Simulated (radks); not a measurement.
The numbers below are computed, except where a source is named.
Ionisation of the caesium ion Cs4+, [Kr] 4d10 5s2 5p3, to [Kr] 4d10 5s2 5p2 as the strength of local exchange is varied. Level of theory: Dirac Kohn-Sham, Slater X-alpha exchange (alpha = 2/3 is LDA exchange), no correlation, spin-unpolarised, spherical densities, point nucleus; open shells are shared between the two j in proportion to 2j + 1 (a radial shooting solver on a logarithmic mesh with Libxc functionals).

alpha  E(Cs4+) (hartree)  exchange (hartree)  IE (eV)  -e of the level emptied (eV)  <r> of it (bohr)
0.66          -7773.3103           -178.1041   55.558                48.912 (5p3/2)             1.882
0.667         -7775.1995           -180.0328   55.680                49.029 (5p3/2)             1.880
0.826         -7818.2235           -224.0674   58.477                51.731 (5p3/2)             1.841
0.897         -7837.5049           -243.8696   59.748                52.961 (5p3/2)             1.824
1.036         -7875.3774           -282.8853   62.277                55.411 (5p3/2)             1.791

NIST Atomic Spectra Database: 56 +/- 1.9 eV (theoretical). The Delta-SCF value meets it near alpha = 0.69. Spin polarisation and multiplet splitting are left out, so open shells lie too high by an amount that depends on their filling. Sharing an open shell by 2j + 1 raises it above the true ground level by a part of the spin-orbit splitting, which enters the differences from NIST.

Beside tabulated values, note that spin-unpolarised runs miss the spin-polarisation part of the exchange energy of open shells.
